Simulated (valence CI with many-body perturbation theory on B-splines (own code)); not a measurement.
# Hg74+: electric-dipole lines

Calculated by relativistic CI+MBPT: four valence electrons over a frozen Dirac-Fock core [He], a basis of 11 s, 11 p, 10 d, 8 f, 5 g, 2 h functions for each j, with the one-electron correlation potential Σ1 (screened to all orders), the two-electron term Σ2, the three-electron term Σ3, Breit, model QED; selected single and double excitations, second order for the rest, scaled by the run's own slope (own B-spline code, finite nucleus).

The last digits are not significant, and no measured levels were compared; by estimate large intervals hold to a few tenths of a per cent, small ones and those within an open d or f shell to about a per cent. Among the levels kept, up to 1400 cm⁻¹ of a level comes from second order outside the variational space, and about a tenth of that is noise between levels of different J, which matters for small intervals.

Lines 1 to 50 of 534 in falling wavelength, among levels below 144360 × 10³ cm⁻¹, chosen from the strongest by gf and those to the six lowest levels. Wavelengths and rates use the calculated energies. Electric multipoles are in the length gauge with retardation, E1 and E2 with the static RPA response of the core. Weak lines are less certain than strong ones. Lines between different terms over intervals too small for the method are left out, as are lines whose strength nearly cancels. The highest levels of a list are the least certain.

Levels are named by their leading jj configuration (3d3/2^4 stands for four electrons in 3d with j = 3/2), which in mixed levels can hold well under half, so a name can repeat and another be missing. Letters in brackets count levels of one name in rising energy.

| λ vac (Å) | Upper | Lower | A (s⁻¹) | S (a.u.) |
| --- | --- | --- | --- | --- |
| 295.5 | (2s 2p1/2^2 4f7/2) J=3 | (2s 2p1/2^2 4d5/2) J=2 | 1.42e+09 | 1.27e-01 |
| 264.5 | (2s 2p1/2^2 4f7/2) J=4 | (2s 2p1/2^2 4d5/2) J=3 | 2.08e+09 | 1.71e-01 |
| 261.5 | (2s^2 2p1/2 4f7/2) J=4 | (2s^2 2p1/2 4d5/2) J=3 | 2.15e+09 | 1.70e-01 |
| 254.5 | (2s^2 2p1/2 4f7/2) J=3 | (2s^2 2p1/2 4d5/2) J=2 | 2.22e+09 | 1.26e-01 |
| 151.4 | (2s^2 2p1/2 4f5/2) J=2 | (2s^2 2p1/2 4d3/2) J=1 | 8.60e+09 | 7.36e-02 |
| 147.8 | (2s 2p1/2^2 4f5/2) J=3 | (2s 2p1/2^2 4d3/2) J=2 | 1.10e+10 | 1.23e-01 |
| 143.9 | (2s 2p1/2^2 4f5/2) J=2 | (2s 2p1/2^2 4d3/2) J=1 | 1.08e+10 | 7.95e-02 |
| 139.4 | (2s^2 2p1/2 4f5/2) J=3 | (2s^2 2p1/2 4d3/2) J=2 | 1.32e+10 | 1.23e-01 |
| 125.8 | (2s 2p1/2^2 4d5/2) J=3 | (2s 2p1/2^2 4p3/2) J=2 | 3.04e+10 | 2.09e-01 |
| 122.9 | (2s^2 2p1/2 4d5/2) J=3 | (2s^2 2p1/2 4p3/2) J=2 | 3.22e+10 | 2.06e-01 |
| 121.1 | (2s 2p1/2^2 4d5/2) J=2 | (2s 2p1/2^2 4p3/2) J=1 | 3.10e+10 | 1.36e-01 |
| 116.6 | (2s^2 2p1/2 4d5/2) J=2 | (2s^2 2p1/2 4p3/2) J=1 | 2.76e+10 | 1.08e-01 |
| 53.01 | (2s 2p1/2 2p3/2 3d5/2) J=5 | (2s 2p1/2 2p3/2 3p3/2) J=4 | 9.83e+10 | 7.95e-02 |
| 52.86 | (2p1/2^2 2p3/2 3d5/2) J=3 | (2p1/2^2 2p3/2 3p3/2) J=2 | 8.46e+10 | 4.32e-02 |
| 52.69 | (2s 2p1/2 2p3/2 3d5/2) J=2 [d] | (2s 2p1/2 2p3/2 3p3/2) J=1 [d] | 6.23e+10 | 2.25e-02 |
| 52.66 | (2s 2p1/2^2 3d5/2) J=3 | (2s 2p1/2^2 3p3/2) J=2 | 1.01e+11 | 5.11e-02 |
| 52.46 | (2p1/2^2 2p3/2 3d5/2) J=4 | (2p1/2^2 2p3/2 3p3/2) J=3 | 1.06e+11 | 6.79e-02 |
| 52.30 | (2s 2p1/2 2p3/2 3d5/2) J=3 [a] | (2s 2p1/2 2p3/2 3p3/2) J=2 [a] | 5.58e+10 | 2.76e-02 |
| 52.22 | (2s 2p1/2 2p3/2 3d5/2) J=4 [a] | (2s 2p1/2 2p3/2 3p3/2) J=3 [a] | 9.53e+10 | 6.03e-02 |
| 52.20 | (2s 2p1/2 2p3/2 3d5/2) J=4 [b] | (2s 2p1/2 2p3/2 3p3/2) J=3 [b] | 8.13e+10 | 5.14e-02 |
| 52.18 | (2s 2p1/2 2p3/2 3d5/2) J=2 [c] | (2s 2p1/2 2p3/2 3p3/2) J=1 [c] | 7.34e+10 | 2.57e-02 |
| 52.15 | (2s^2 2p3/2 3d5/2) J=3 | (2s^2 2p3/2 3p3/2) J=2 | 6.28e+10 | 3.08e-02 |
| 51.99 | (2s^2 2p3/2 3d5/2) J=4 | (2s^2 2p3/2 3p3/2) J=3 | 6.57e+10 | 4.10e-02 |
| 51.79 | (2s 2p1/2 2p3/2 3d5/2) J=3 [c] | (2s 2p1/2 2p3/2 3p3/2) J=2 [c] | 8.23e+10 | 3.95e-02 |
| 51.77 | (2s^2 2p1/2 3d5/2) J=2 | (2s^2 2p1/2 3p3/2) J=1 | 7.63e+10 | 2.61e-02 |
| 51.69 | (2s 2p1/2 2p3/2 3d5/2) J=3 [d] | (2s 2p1/2 2p3/2 3p3/2) J=2 [d] | 8.44e+10 | 4.03e-02 |
| 51.08 | (2s 2p1/2 2p3/2 3d5/2) J=4 [c] | (2s 2p1/2 2p3/2 3p3/2) J=3 [c] | 1.04e+11 | 6.16e-02 |
| 50.54 | (2s^2 2p1/2 3d5/2) J=3 | (2s^2 2p1/2 3p3/2) J=2 | 1.05e+11 | 4.69e-02 |
| 50.03 | (2s 2p1/2 2p3/2 3d5/2) J=3 [b] | (2s 2p1/2 2p3/2 3p3/2) J=2 [b] | 5.86e+10 | 2.53e-02 |
| 49.81 | (2s 2p1/2^2 3d5/2) J=2 | (2s 2p1/2^2 3p3/2) J=1 | 1.05e+11 | 3.19e-02 |
| 49.63 | (2p1/2^2 2p3/2 3d5/2) J=2 | (2p1/2^2 2p3/2 3p3/2) J=1 | 7.62e+10 | 2.30e-02 |
| 48.57 | (2s 2p1/2 2p3/2 3d5/2) J=2 [a] | (2s 2p1/2 2p3/2 3p3/2) J=1 [a] | 6.94e+10 | 1.96e-02 |
| 46.75 | (2s 2p1/2 2p3/2^2) J=2 [a] | (2s^2 2p3/2^2) J=2 | 3.12e+09 | 7.88e-04 |
| 45.36 | (2s 2p1/2 2p3/2 3p3/2) J=4 | (2s^2 2p3/2 3p3/2) J=3 | 6.24e+10 | 2.59e-02 |
| 44.63 | (2s^2 2p1/2 4d3/2) J=1 | (2s^2 2p1/2 4p1/2) J=0 | 3.08e+11 | 4.05e-02 |
| 43.86 | (2s 2p1/2^2 4d3/2) J=1 | (2s 2p1/2^2 4p1/2) J=1 | 1.68e+11 | 2.10e-02 |
| 43.54 | (2s 2p1/2^2 4d3/2) J=2 | (2s 2p1/2^2 4p1/2) J=1 | 5.89e+11 | 1.20e-01 |
| 43.41 | (2s 2p1/2^2 4d3/2) J=1 | (2s 2p1/2^2 4p1/2) J=0 | 3.97e+11 | 4.81e-02 |
| 43.24 | (2s^2 2p1/2 4d3/2) J=2 | (2s^2 2p1/2 4p1/2) J=1 | 5.96e+11 | 1.19e-01 |
| 42.75 | (2s 2p1/2^2 4p3/2) J=1 | (2s 2p1/2^2 4s) J=0 | 4.95e+11 | 5.73e-02 |
| 42.44 | (2s^2 2p1/2 4p3/2) J=1 | (2s^2 2p1/2 4s) J=1 | 1.50e+11 | 1.70e-02 |
| 42.19 | (2s^2 2p1/2 4p3/2) J=1 | (2s^2 2p1/2 4s) J=0 | 3.62e+11 | 4.03e-02 |
| 42.06 | (2s 2p1/2^2 4p3/2) J=2 | (2s 2p1/2^2 4s) J=1 | 7.14e+11 | 1.31e-01 |
| 42.04 | (2s^2 2p1/2 4d3/2) J=1 | (2s^2 2p1/2 4p1/2) J=1 | 1.76e+11 | 1.94e-02 |
| 41.69 | (2s 2p1/2^2 4p3/2) J=1 | (2s 2p1/2^2 4s) J=1 | 1.83e+11 | 1.96e-02 |
| 41.50 | (2s^2 2p1/2 4p3/2) J=2 | (2s^2 2p1/2 4s) J=1 | 7.97e+11 | 1.40e-01 |
| 39.85 | (2s 2p1/2 2p3/2^2) J=3 | (2s^2 2p3/2^2) J=2 | 1.86e+10 | 4.06e-03 |
| 38.74 | (2s 2p1/2^2 4s) J=1 | (2s^2 2p1/2 4s) J=0 | 1.93e+11 | 1.66e-02 |
| 37.96 | (2s 2p1/2^2 2p3/2) J=2 | (2s^2 2p1/2 2p3/2) J=2 | 1.80e+10 | 2.43e-03 |
| 35.96 | (2s 2p1/2^2 2p3/2) J=2 | (2s^2 2p1/2 2p3/2) J=1 | 2.31e+10 | 2.65e-03 |
